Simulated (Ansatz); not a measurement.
`N[CH2][Al]([OH])[OH]` → Al• + C• + 6 H• + N• + 2 O•  (atomization)

Program: Ansatz. Geometries: PBE0-D4/def2-TZVP. ΔE: electronic, gas phase. CBS: MP2 limit from def2 TZ/QZ plus the TZ coupled-cluster correction, frozen cores. This one scheme is used for every species, atoms too. DFT in def2-TZVPP. B3LYP here is the variant with VWN-RPA as its local correlation; programs differ in this. Open shells (•) are unrestricted, without spin–orbit coupling. Spin–orbit coupling would lower the free atoms: a little for Al, C, O. Each species was taken in one conformer, which may not be the lowest.

CCSD(T)/CBS gives +4119.0 kJ/mol.

Question: Another level gave +4081.9 kJ/mol. Which?
A. B3LYP-D4/def2-TZVPP
B. PBE0-D4/def2-TZVPP
C. CCSD/def2-TZVPP
D. MP2/def2-TZVPP

Answer: D. MP2/def2-TZVPP 4081.9, B3LYP-D4 4093.5, PBE0-D4 4069.4, CCSD/def2-TZVPP 3924.7 kJ/mol.

Largest T1 diagnostic among the species: 0.018.

The D4 term adds +28.9 kJ/mol with B3LYP and +15.3 kJ/mol with PBE0; it sums over pairs of atoms, weighted by their polarisabilities, and B3LYP, whose exchange is more repulsive, gets the larger term. In def2-TZVPP, CCSD(T) changes the Hartree–Fock value by +1145.3 kJ/mol (the triples alone add +64.1 kJ/mol) and MP2 by +1238.5 kJ/mol; breaking electron pairs costs correlation energy, which Hartree–Fock lacks.

For atomizations the MP2-based limit and the directly extrapolated one differ by several kJ/mol either way, and by 10 to 25 for some Ge, Se and Sn compounds, so smaller differences from it don't rank the levels.
